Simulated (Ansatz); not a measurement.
KPbBr3, relaxed as a singlet with RKS B3LYP-D4/def2-SVP in Ansatz, starting from the GFN1-xTB geometry. Force threshold 0.02 eV/Å.

In the def2 sets Pb takes a core potential; there is no spin–orbit coupling. The structure comes from a short search, and lower isomers may exist.

Start:

Cartesian coordinates in Å:
```
K -0.487 -0.955 -0.433
Pb 1.329 1.908 0.853
Br -0.111 -3.687 -0.974
Br -0.800 0.849 2.041
Br 0.069 1.885 -1.487
```

Task: Estimate the energy that the relaxation releases and the steps that it takes.

Result: 2.12 eV, in 19 steps; 2.2 min on 4 threads of Intel Xeon Platinum 8259CL on a shared host. No frequencies were taken in this run, so the end may be a saddle point.

Task: Does the start keep its bonding?

Result: Bonds formed: Pb2–Br3 (atoms count from 1). The end is the same structure that another start reached, the lowest one found.

Task: Predict the relaxed structure.

Result: 
```xyz
5

K    -1.855   -0.683   -0.671
Pb    1.505    0.554    0.544
Br    1.017   -2.065   -0.299
Br   -0.823    0.584    2.091
Br    0.157    1.611   -1.665
```
Bond lengths (bridged metal pairs left out): 3 × Br–Pb 2.79 Å; 3 × Br–K 3.21 Å.
